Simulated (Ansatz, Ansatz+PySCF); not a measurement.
```xyz
2

Li    0.0000    0.0000   -2.4387
Li    0.0000    0.0000    2.4387
```

Basis set: 6-31G (spherical functions). All electrons are correlated. Charge 0, multiplicity 1.

Computed with Ansatz (development build ahead of 0.2.0); each method stands on the lowest determinant of its kind that the runs found. Restricted open shells among the atoms or ions are ROHF, correlated in semicanonical orbitals with singles. Restricted functionals stand beside restricted open-shell atoms, which can lie above the unrestricted atoms usual in DFT and then raise those values.

The atomization energy at this shape (free ground-state atoms in the same class of orbitals less the molecule, no zero-point energy) of singlet Li2:

```
                            method  atomization energy
               PBE0 (unrestricted)       2.85 kcal/mol
                       RHF-CCSD(T)       3.35 kcal/mol
                          RHF-CCSD       3.25 kcal/mol
full CI (lowest root of this spin)       3.34 kcal/mol
                           UHF-MP2       1.09 kcal/mol
                           RHF-MP2      -8.80 kcal/mol
                               RHF     -22.02 kcal/mol
                               UHF       0.55 kcal/mol
```

What does PBE0 (restricted) give?

-3.68 kcal/mol. Caution: the shape is not the minimum. Caution for PBE0 (unrestricted), UHF-MP2, UHF: the unrestricted determinant is a mixture of spin states. Caution for RHF-CCSD(T), RHF-CCSD, RHF-MP2, RHF: an unrestricted determinant lies well below. Caution for RHF-CCSD(T), RHF-CCSD, UHF-MP2, RHF-MP2: large amplitudes, a single reference is doubtful. Caution for RHF-CCSD(T), RHF-CCSD: the amplitudes may be one of several solutions. Caution for UHF-MP2, UHF: the determinant may break the point group.

This basis has no polarisation functions and is too small for such energies, which can lie far from measured ones in either direction.
